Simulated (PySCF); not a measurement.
# Ge⁺ (germanium, charge +1) across methods

[Ar] 3d10 4s1 4p2, high-spin 4P determinant (an excited configuration). All numbers are calculated (PySCF 2.14, the spin-free X2C one-electron Hamiltonian (Gaussian nucleus), in aug-cc-pVTZ-DK).

```csv
method,E (hartree),mean ε 3d β (eV),mean ε 4s α (eV),mean ε 4p α (eV),Σ⟨r²⟩ (bohr²),⟨S²⟩
r2SCAN,-2098.175,-40.328,-22.402,-13.270,29.29,3.752
PBE,-2097.892,-39.749,-21.767,-12.898,29.60,3.751
UHF,-2096.60070,-53.802,-27.859,-17.148,29.71,3.752
M06-2X,-2098.269,-47.836,-24.645,-14.994,29.48,3.750
r2SCAN0,-2098.148,-43.968,-23.909,-14.330,29.29,3.752
wB97X-V,-2098.008,-45.856,-26.039,-16.253,29.64,3.751
MN15,-2099.572,-44.717,-23.843,-14.577,29.39,3.751
LDA,-2094.873,-40.053,-21.945,-12.940,29.52,3.751
PBE0,-2097.932,-43.518,-23.451,-14.080,29.50,3.751
```
